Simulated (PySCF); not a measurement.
FS, SMILES F[S], multiplicity 2. Coordinates come from a B3LYP-D3(BJ)/def2-TZVPD optimisation.

Computed equilibrium geometry at B3LYP-D3(BJ)/def2-TZVPD (PySCF confirms it by a frequency run) as Cartesian coordinates in Å, and its point group:
point group C∞v.
```xyz
2

S      0.0000     0.0000    -0.5795
F      0.0000     0.0000     1.0303
```
Charge 0, spin multiplicity 2.
